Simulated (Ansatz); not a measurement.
**What each rung costs, and what it gives**

Saddle point of BAsH$_{6}$O, singlet (BH₃O ([BH2][OH]) + AsH₃ → BAsH₄ ([BH2][AsH2]) + H₂O (still joined by a long B–O bond); bonds formed: B1–As6, O2–H5; bonds broken: H5–As6; bonds weakened to dative contacts: B1–O2), PBE0-D4/def2-TZVP structure:

| atom | x (Å) | y (Å) | z (Å) |
| --- | --- | --- | --- |
| B1 | -0.4676 | 0.3319 | -0.7773 |
| O2 | 1.0495 | 0.5895 | -0.8772 |
| H3 | -0.8613 | -0.5675 | -1.4648 |
| H4 | -1.0871 | 1.3524 | -0.7224 |
| H5 | 0.5897 | 0.0937 | 0.2268 |
| As6 | -0.8087 | -0.4832 | 1.2778 |
| H7 | 1.4699 | -0.1367 | -1.3498 |
| H8 | -0.0661 | 0.4463 | 2.2262 |
| H9 | 0.1817 | -1.6264 | 1.4608 |

Barriers are electronic and count from the start structure reached by relaxing down the imaginary mode.

Computed with Ansatz 0.2.0 (basis: as named in each row); correlated methods freeze the cores. Filled d shells of the heavier atoms are correlated. The def2 sets are not built for correlating such inner shells, so the correlated values are less sure here. B3LYP uses VWN-RPA correlation. Extrapolation: Hartree–Fock as exp(−7.88 √X), correlation as X^−2.97.

Times are rough, for one single point on 4 threads of a shared host (Arm Neoverse V1).

The estimate by CCSD(T) at an estimated basis limit (MP2 extrapolated from triple and quadruple zeta, plus CCSD(T) − MP2 in triple zeta) is 169.1 kJ/mol.

| method | basis | time (s) | barrier (kJ/mol) | method less estimate |
| --- | --- | --- | --- | --- |
| HF | STO-3G | under 1 | 290.1 | 121.1 |
| PBE-D4 | STO-3G | under 1 | 147.1 | -21.9 |
| SPW92 | def2-SVP | under 1 | 93.4 | -75.6 |
| B3LYP-D4 | 6-31G | under 1 | 178.3 | 9.3 |
| PBE-D4 | def2-SVP | under 1 | 127.8 | -41.3 |
| SPW92 | def2-TZVPP | under 1 | 95.8 | -73.2 |
| PBE0-D4 | def2-SVP | 1 | 146.5 | -22.5 |
| PBE-D4 | def2-TZVPP | 2 | 128.6 | -40.4 |
| BLYP-D4 | def2-TZVPP | 2 | 161.7 | -7.3 |
| BHLYP-D4 | def2-TZVPP | 2 | 195.2 | 26.1 |
| PBE0-D4 | def2-TZVPP | 2 | 145.4 | -23.7 |
| B3LYP-D4 | def2-TZVPP | 2 | 172.5 | 3.4 |
| CAM-B3LYP-D4 | def2-TZVPP | 3 | 177.5 | 8.4 |
| CCSD(T) | def2-SVP | 3 | 192.9 | 23.8 |
| r2SCAN-D4 | def2-TZVPP | 3 | 144.3 | -24.8 |
| wB97M-V | def2-SVP | 4 | 168.3 | -0.8 |
| r2SCAN0-D4 | def2-TZVPP | 4 | 155.3 | -13.8 |
| B2PLYP | def2-TZVPP | 4 | 173.9 | 4.8 |
| RPA on PBE | def2-TZVPP | 4 | 172.6 | 3.6 |
| PBE-QIDH | def2-TZVPP | 4 | 157.3 | -11.7 |
| wB97X-V | def2-TZVPP | 6 | 170.7 | 1.6 |
| B97M-V | def2-TZVPP | 8 | 170.5 | 1.4 |
| wB97M-V | def2-TZVPP | 8 | 169.2 | 0.2 |
| MP2 | def2-QZVPP | 16 | 156.9 | -12.2 |
| CCSD(T) | def2-TZVPP | 64 | 171.8 | 2.7 |

All methods are single points on the PBE0-D4 structures.

The T1 diagnostic stays at or below 0.013.

Labels in which every atom is bracketed show which atoms are joined, not bond orders.
